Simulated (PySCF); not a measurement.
Computed shifts of a molecule C₃H₉NSi₂, PBE/pcSseg-1 in PySCF, GIAO, gas phase, atoms alike by connectivity averaged where their shifts nearly agree, in ppm (number of nuclei): ¹³C: 184.1 (1), 56.3 (1), 33.6 (1). ¹⁵N: 444.7 (1). ²⁹Si: -73.2 (1), -77.7 (1). ¹H: 4.75 (2), 4.48 (2), 4.11 (2), 2.72 (3). References: ¹³C against TMS (σ = 182.0 ppm); ¹⁵N against NH3 (σ = 267.0 ppm); ²⁹Si against TMS (σ = 335.4 ppm); ¹H against TMS (σ = 31.49 ppm), references at their B3LYP-D3(BJ)/def2-TZVP geometries, non-relativistic. Coordinates come from a PBE0-D3(BJ)/def2-SVP optimisation. One conformer was computed; it need not be the lowest.

Task: Pick the molecule that these values belong to.
A) C=C1CN[SiH2][SiH2]1
B) N#CC[SiH2]C[SiH3]
C) CC1=NC[SiH2][SiH2]1
D) C1=C[SiH2]NC[SiH2]1

Result: C, CC1=NC[SiH2][SiH2]1
